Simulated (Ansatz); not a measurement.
Job for Ansatz (an electronic-structure program): U-wB97X-V/def2-TZVPP on FHZn (SMILES [F][ZnH]), a point of a bond scan (R = 2.258 Å).

Ansatz 0.2 input:
```yaml
crystal:
  periodic: [false, false, false]
  atoms:
    - {symbol: Zn, position_ang: [-0.00000000, -0.00000000, -0.35811910]}
    - {symbol: H, position_ang: [0.00000000, 0.00000000, -2.61631721]}
    - {symbol: F, position_ang: [0.00000000, 0.00000000, 1.40079528]}
basis:
  gaussian:
    orbitals: def2-TZVPP
hamiltonian:
  xc: {name: wB97X-V}
magnetization: {spin_polarized: true, initial_magnetization: 0}
```

The head of its log:

```
WARN ansatz: RAYON_NUM_THREADS=1 ignored (pool sized by the plan → 1); use --threads N
Functional definition: wB97X-V
integrals: 0.05 GiB planned
751 factors; their error is unknown
integrals: 0.08 GiB planned
116 factors; integrals over basis functions are off by at most 4.7e-5 eV
mean field: 0.57 GiB planned
mean field evaluation 1: about -51144.1909 eV, gradient 3.2e1 eV
mean field evaluation 2: about -51140.6268 eV, gradient 5.4e1 eV
```

Problem. Predict the final total energy.

Solution. -1879.6351 hartree.
